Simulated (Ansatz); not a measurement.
Relaxation of GeH3O (5 atoms, charge 1, multiplicity 1), to a largest force component of 0.02 eV/Å in at most 50 steps.

Computed with RKS PBE-D4/def2-SVP in Ansatz.

```xyz
5
Properties=species:S:1:pos:R:3
O 0.713 -0.549 0.601
Ge -0.288 0.400 -0.299
H 0.795 -1.452 0.937
H -1.583 -0.164 -0.896
H 0.363 1.766 -0.343
```

Q: Where does it end, and by what steps?

A: The run converged. Limits of this set-up: the dipole of an ion depends on the origin. After 6 steps the energy has fallen by 0.180 eV; H3 moved furthest, 0.20 Å.

| step | energy less start (eV) | largest force component (eV/Å) | accepted |
| --- | --- | --- | --- |
| 0 | 0.0000 | 1.688 | yes |
| 1 | -0.0757 | 1.020 | yes |
| 2 | -0.1212 | 0.457 | yes |
| 3 | -0.1593 | 0.289 | yes |
| 4 | -0.1704 | 0.665 | yes |
| 5 | -0.1794 | 0.093 | yes |
| 6 | -0.1799 | 0.015 | yes |

```xyz
5
Properties=species:S:1:pos:R:3
O 0.837 -0.543 0.672
Ge -0.240 0.414 -0.275
H 0.621 -1.487 0.844
H -1.522 -0.225 -0.840
H 0.304 1.841 -0.402
```

The run took 7.4 s on 1 thread of AMD EPYC 7R13 Processor (Zen 3), with other jobs on the host, peak memory 0.13 GiB.
